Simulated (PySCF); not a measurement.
C3H6NO, SMILES O=CN(C)[CH2], multiplicity 2. Geometry: PBE0-D3(BJ)/def2-SVP. The isomer is the one that the SMILES or the coordinates give; other isomers of the formula were not compared. The values are those of a single conformer.

These are PySCF 2.14.0 with PBE0-D3(BJ)/def2-SVP values and carry that method's errors.

Harmonic wavenumbers (cm⁻¹): 145, 236, 264, 327, 382, 420, 452, 668, 945, 972, 1071, 1089, 1138, 1337, 1398, 1428, 1432, 1453, 1476, 1510, 1837, 2991, 3050, 3134, 3175, 3217, 3365. Rotational constants (GHz): 10.04, 4.293, 3.066; symmetry number 1.

### Question
Work out the zero-point energy and the ideal-gas rigid-rotor harmonic-oscillator thermochemistry at 298.15 K and 1 atm.

### Answer
ZPE = ½ Σ hcν = ½ × 38914 cm⁻¹ = 55.63 kcal/mol. H − E(el) = 60.03 kcal/mol. Entropy in cal/(mol K): translation 38.74, rotation 25.30, vibration 11.07, spin 1.38, total 76.49. G − E(el) = 37.22 kcal/mol. Cp = 22.57 cal/(mol K). Modes under 150 cm⁻¹ make the vibrational entropy uncertain.
